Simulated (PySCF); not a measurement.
BHCl2, SMILES ClBCl. The structure is a stationary point at PBE0-D3(BJ)/def2-TZVP.

PySCF 2.14.0 with TDA-B3LYP/def2-SVPD puts the lowest singlet excitations at 5.69, 5.74, 6.95, 8.16, 8.40, 8.41 eV.

**Question.** What are the lowest excitation roots from PySCF with ADC(2)/aug-cc-pVDZ? (The exact figures need the calculation; the answer reports its results.)

**Answer.** 6.19, 6.28, 7.04, 8.64, 9.05, 9.24 eV. S1 differs by 0.49 eV (second minus first; roots are paired by order, and the bases may differ).
